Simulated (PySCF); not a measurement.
# Dipole response of Mo (molybdenum, neutral)

[Kr] 4d5 5s1, high-spin 7S determinant. All numbers are calculated (PySCF 2.14, scalar relativity through the core potential, in def2-QZVPPD with the def2 core potential (28 electrons) (7s5p4d3f2g, 81 functions)). Coupled (time-dependent) response in atomic units; α is the mean over directions.

```tsv
method	mean α (bohr³)	C₆ (like pair)	S(−4)
UHF	105.2	1130	7795
PBE	69.26	677.0	2907
PBE0	74.30	738.9	3377
MN15	77.21	795.9	3438
PBEsol	67.53	657.8	2728
```

S(−4) is the Cauchy moment in α(ω) = α(0) + S(−4) ω² + …

Reference α: 87 ± 6 bohr³ (recommended; Schwerdtfeger and Nagle, table of static dipole polarizabilities (2023 update)). Published C₆: 1030 (Gould and Bucko (2016)).

Hartree-Fock lies above the reference because it lacks correlation, which contracts the outer shell.

α(iu) at PBEsol:

```json
{"u (hartree)": "0", "α(iu) (bohr³)": "67.53"}
{"u (hartree)": "0.0500", "α(iu) (bohr³)": "61.44"}
{"u (hartree)": "0.100", "α(iu) (bohr³)": "49.12"}
{"u (hartree)": "0.200", "α(iu) (bohr³)": "29.94"}
{"u (hartree)": "0.300", "α(iu) (bohr³)": "20.47"}
{"u (hartree)": "0.500", "α(iu) (bohr³)": "12.44"}
{"u (hartree)": "0.750", "α(iu) (bohr³)": "8.186"}
{"u (hartree)": "1.00", "α(iu) (bohr³)": "5.883"}
{"u (hartree)": "1.50", "α(iu) (bohr³)": "3.473"}
{"u (hartree)": "2.00", "α(iu) (bohr³)": "2.286"}
{"u (hartree)": "3.00", "α(iu) (bohr³)": "1.194"}
{"u (hartree)": "5.00", "α(iu) (bohr³)": "0.4845"}
```

A single London oscillator, α(iu) = α/(1 + u²/ω²), gives C₆ = (3/4) ω α². Matching the computed C₆ needs ω = 4 × 657.8 / (3 × 67.53²) = 0.192 hartree.

Energies and moments cover only the electrons outside the core potential.
